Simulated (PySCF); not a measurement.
**Optical rotation: `C[C@@H]1O[S@](=O)O[C@@H]1F`, C3H5FO3S**

Cartesian coordinates in Å; atom numbers follow the order of the lines, from 1:
```xyz
13

C     1.168    0.602    0.462
C     0.564   -0.422   -0.489
O     0.291    0.145   -1.748
S    -1.288    0.640   -1.889
O    -1.470    1.855   -1.164
O    -1.758   -0.672   -0.903
C    -0.804   -0.976    0.019
F    -1.123   -0.414    1.231
H     0.481    1.434    0.598
H     2.096    0.975    0.038
H     1.368    0.145    1.427
H     1.261   -1.251   -0.657
H    -0.790   -2.061    0.195
```

Computed with TDDFT B3LYP/def2-SVPD circular dichroism and optical rotation, one conformer, gas phase (PySCF). Geometry: GFN2-xTB.

States above about 8.4 eV (minus the energy of the highest occupied orbital) lie near or above the ionisation threshold and depend on the basis.

Stereocentres: C2 S, S4 S, C7 R.

Problem. Give the optical rotatory dispersion at 633, 589.3, 546, 436, 405, 365, 355 nm.

Solution. [α] in deg dm⁻¹ (g/mL)⁻¹:
| λ (nm) | origin-invariant length gauge | modified velocity gauge | length gauge (centre of mass) | isotropic polarisability (au) |
| --- | --- | --- | --- | --- |
| 633 | -62.2 | -57.9 | -61.9 | 65.7 |
| 589.3 | -74.4 | -69.4 | -74.1 | 65.9 |
| 546 | -90.6 | -84.9 | -90.3 | 66.1 |
| 436 | -171.8 | -162.6 | -171.4 | 67.1 |
| 405 | -217.4 | -206.6 | -217.0 | 67.6 |
| 365 | -312.8 | -299.5 | -312.6 | 68.4 |
| 355 | -347.4 | -333.4 | -347.4 | 68.7 |

Problem. And for the mirror image at 589.3 nm?

Solution. +74.4 deg dm⁻¹ (g/mL)⁻¹ (origin-invariant length gauge): the same size and the opposite sign.

Problem. What is the molar rotation [Φ] = [α]·M/100 of the geometry above at 589.3 nm?

Solution. With M = 140.13 g/mol, -104.2 deg cm² dmol⁻¹ (origin-invariant length gauge).

The first excitation lies at 5.82 eV (213 nm) with R = -19.8 × 10⁻⁴⁰ esu² cm² (velocity form).
